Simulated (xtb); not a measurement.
Harmonic IR lines of one isomer of C₃H₇N, unscaled. Method: GFN2-xTB in xtb.

| wavenumber (cm⁻¹) | relative intensity |
|---|---|
| 316 | 28 |
| 552 | 5.8 |
| 559 | 6.7 |
| 878 | 7.6 |
| 896 | 28 |
| 991 | 100 |
| 1017 | 6.1 |
| 1146 | 7.8 |
| 1314 | 11 |
| 1457 | 3.4 |
| 1575 | 13 |
| 1716 | 6.6 |
| 2915 | 23 |
| 2935 | 23 |
| 3053 | 24 |
| 3090 | 18 |
| 3123 | 28 |
| 3384 | 5.5 |
| 3414 | 5.3 |

### Question
Identify which structure gives these lines.
A) `C=CCN`
B) `C=CNC`
C) `NC1CC1`
D) `C/C=C/N`

### Answer
A, `C=CCN`
